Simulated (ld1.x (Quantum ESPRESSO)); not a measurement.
# Pseudopotential generation for Mg (Z = 12): RRKJ, PBE, non-relativistic.

```json
{
 "Element": "Mg (Z = 12)",
 "Generator": "ld1.x (Quantum ESPRESSO) 7.5",
 "Type": "norm-conserving RRKJ (Kleinman–Bylander form)",
 "Functional": "PBE",
 "Relativity": "non-relativistic",
 "Frozen core": "[Ne]",
 "Valence charge": "2",
 "Reference configuration": "3s1 3p1",
 "Partial waves": "3p (bound): rc 2.40 bohr; 3s (bound): rc 2.25 bohr",
 "Local potential": "the s channel",
 "Core correction": "none",
 "rho0": "0.02"
}
```

- Cutoffs needed: 6 Ry and 10 Ry (the cutoffs (Ry, on a coarse ladder) from which the occupation-weighted sum of valence levels, in a spherical-Bessel basis at the reference potential, stays within 10 and 1 mRy of its value at 400 Ry)
- Ghost test: no extra level below or beside the all-electron valence levels (p, s, d, f tested) (spherical-Bessel basis up to 400 Ry, 20 bohr box)
- Largest excitation error: +65 meV (all-electron minus pseudo) for 3s0 3p1, out of 5 test configurations
